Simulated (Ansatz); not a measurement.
```yaml
crystal:
  periodic: [false, false, false]
  atoms:
    - {symbol: C, position_ang: [5.105530, 0.235197, 1.729505]}
    - {symbol: C, position_ang: [4.667864, -0.235209, 0.320572]}
    - {symbol: C, position_ang: [5.121747, -1.698087, 0.092924]}
    - {symbol: C, position_ang: [5.297461, 0.681869, -0.756689]}
    - {symbol: C, position_ang: [3.205809, -0.162749, 0.220540]}
    - {symbol: C, position_ang: [1.972599, -0.101788, 0.134764]}
    - {symbol: C, position_ang: [0.620573, -0.033035, 0.041890]}
    - {symbol: C, position_ang: [-0.620509, 0.031508, -0.043782]}
    - {symbol: C, position_ang: [-1.972579, 0.099546, -0.136573]}
    - {symbol: C, position_ang: [-3.205846, 0.160891, -0.221225]}
    - {symbol: C, position_ang: [-4.667907, 0.234986, -0.320534]}
    - {symbol: C, position_ang: [-5.055165, 1.391201, -1.275025]}
    - {symbol: C, position_ang: [-5.208933, -1.105507, -0.875700]}
    - {symbol: C, position_ang: [-5.260630, 0.496489, 1.085930]}
    - {symbol: H, position_ang: [4.663547, -0.405628, 2.517785]}
    - {symbol: H, position_ang: [6.210497, 0.184673, 1.816885]}
    - {symbol: H, position_ang: [4.788174, 1.280097, 1.916182]}
    - {symbol: H, position_ang: [6.226864, -1.765133, 0.166228]}
    - {symbol: H, position_ang: [4.680152, -2.374033, 0.851531]}
    - {symbol: H, position_ang: [4.816065, -2.057799, -0.909346]}
    - {symbol: H, position_ang: [4.995059, 0.365293, -1.774393]}
    - {symbol: H, position_ang: [6.404086, 0.635431, -0.690627]}
    - {symbol: H, position_ang: [4.983321, 1.734825, -0.615349]}
    - {symbol: H, position_ang: [-4.674788, 2.361466, -0.899144]}
    - {symbol: H, position_ang: [-4.638713, 1.226608, -2.288365]}
    - {symbol: H, position_ang: [-6.159683, 1.457197, -1.357651]}
    - {symbol: H, position_ang: [-4.794676, -1.315501, -1.881526]}
    - {symbol: H, position_ang: [-6.314727, -1.060982, -0.955607]}
    - {symbol: H, position_ang: [-4.940963, -1.948986, -0.209274]}
    - {symbol: H, position_ang: [-6.366942, 0.554071, 1.023482]}
    - {symbol: H, position_ang: [-4.992672, -0.317656, 1.787885]}
    - {symbol: H, position_ang: [-4.884616, 1.450755, 1.504715]}
basis:
  gaussian: {orbitals: def2-TZVP}
magnetization: {spin_polarized: true, initial_magnetization: 2}
hamiltonian: {xc: pbe0, dispersion: d4}
scf: {omitted_lower_state_checks: [starts]}
output: {orbitals: {seedname: orbitals}}
```

```sh
$ ansatz run in.yaml --threads 4 --pin off --events-out ev --progress --plain --max-ram 6963MiB
```

Does this run fit into the memory that it is given?

No. It has 542 basis functions, and Ansatz plans for 8 GiB where 7 GiB are given.
